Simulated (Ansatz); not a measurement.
`[F][Sn]([F])([I])[I]` and `[F][Sn]([F])([Cl])[I]` differ in one atom or group.

Ansatz, PBE0-D4/def2-TZVP geometries, multiplicity 1. 

Elements past krypton have def2 core potentials.

```
                                        property  `[F][Sn]([F])([I])[I]`
           HOMO–LUMO gap (B3LYP/def2-TZVPP) / eV                    4.48
               HOMO energy (PBE/def2-TZVPP) / eV                   -7.32
size of the dipole moment (B3LYP/def2-TZVPP) / D                    2.85
  zero-point energy (PBE0-D4/def2-TZVP) / kJ/mol                    13.8
           LUMO energy (ωB97M-V/def2-TZVPP) / eV                   -1.60
         HOMO–LUMO gap (ωB97M-V/def2-TZVPP) / eV                    9.01
```

Question: Give the same properties after the change, and the shifts. (An estimate is asked.)

Answer: Ansatz gave: 
```
                                        property  `[F][Sn]([F])([Cl])[I]`  shift
           HOMO–LUMO gap (B3LYP/def2-TZVPP) / eV                     4.93   0.45
               HOMO energy (PBE/def2-TZVPP) / eV                    -7.66  -0.34
size of the dipole moment (B3LYP/def2-TZVPP) / D                     2.74  -0.11
  zero-point energy (PBE0-D4/def2-TZVP) / kJ/mol                     15.4    1.6
           LUMO energy (ωB97M-V/def2-TZVPP) / eV                    -1.40   0.20
         HOMO–LUMO gap (ωB97M-V/def2-TZVPP) / eV                     9.62   0.61
```

With PBE0 the HOMO falls by 0.38 eV and the LUMO rises by 0.09 eV, so the gap widens by about 0.47 eV. PBE moves the HOMO by -0.34 eV and ωB97M-V by -0.42 eV. Dipoles are sizes alone; their direction can turn.

B3LYP here is the variant with VWN-RPA as its local correlation; programs differ in this.

Spin–orbit coupling is left out; it splits and shifts lone-pair levels of the heavy atoms by tenths of an eV.
